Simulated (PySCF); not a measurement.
## Mo²⁺: excitation energy

Mo²⁺ [Kr] 4d4 (5D) → Mo²⁺ [Kr] 4d3 5s1 (5F), as a difference of total energies. All numbers are calculated (PySCF 2.14, scalar relativity by spin-free X2C-1e, in ANO-RCC-VTZP (7s6p4d2f1g, 68 functions)). Correlated levels: valence: [Kr] frozen; valence and next inner shell: [Ar] 3d10 frozen. The calculations carry no spin-orbit coupling.

```tsv
method	excitation energy (cm⁻¹)
UHF	33419
LDA	33765
PBE	34074
PBE0	35328
r2SCAN	34046
LC-wPBE	37200
r2SCANh	34387
B2PLYP	34180
MP2 (valence)	35046
SCS-MP2 (valence)	33961
MP2 (valence and next inner shell)	35173
SCS-MP2 (valence and next inner shell)	34564
```

A first-order spin-orbit estimate (lowest level to lowest level, LS coupling) adds -0.061 eV.

The basis was made for the ground configuration and has no added diffuse functions, so the excitation energy can come out too high.
